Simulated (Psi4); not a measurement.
Relaxed torsion scan: C10H16O, SMILES CC(C)(C)CCc1ccco1, singlet. Scanned: dihedral C5–C6–C7–O11; all other coordinates were relaxed at GFN2-xTB. Points at φ and −φ are mirror images.

Geometry of the scan point at -15° (Å):
```
27

C      2.4887    -0.9046     1.2355
C      1.7507    -0.1524     0.1225
C      2.1177    -0.7810    -1.2238
C      2.1936     1.3125     0.1409
C      0.2419    -0.2768     0.3972
C     -0.6713     0.4096    -0.6182
C     -2.1137     0.2477    -0.2597
C     -3.2218     0.9011    -0.7158
C     -4.3285     0.3352    -0.0361
C     -3.8119    -0.6170     0.7832
O     -2.4738    -0.6764     0.6548
H      3.5650    -0.8451     1.0891
H      2.2527    -0.4787     2.2081
H      2.2030    -1.9541     1.2438
H      1.6969    -0.2147    -2.0508
H      3.1986    -0.7983    -1.3462
H      1.7517    -1.8038    -1.2817
H      3.2770     1.3767     0.0656
H      1.7674     1.8637    -0.6935
H      1.8870     1.7939     1.0670
H      0.0332     0.1405     1.3852
H     -0.0192    -1.3366     0.4315
H     -0.5088    -0.0168    -1.6123
H     -0.4522     1.4773    -0.6771
H     -3.2474     1.6863    -1.4438
H     -5.3591     0.6044    -0.1449
H     -4.2670    -1.2923     1.4800
```

Computed with PBE-D3(BJ)/def2-SVP // GFN2-xTB (Psi4 1.11).

Scanned values (°): -165, -150, -135, -120, -105, -90, -75, -60, -45, -30, -15, 0, 15, 30, 45, 60, 75, 90, 105, 120, 135, 150, 165, 180.

### Question
Locate the minima and the barriers on this grid.

### Answer
Lower than their neighbours: -60° (0.06 kJ/mol), 60° (0.06 kJ/mol), 180° (0.00 kJ/mol). Higher than their neighbours: -120° (3.68 kJ/mol), 0° (7.40 kJ/mol), 120° (3.68 kJ/mol). The whole profile spans 7.40 kJ/mol.
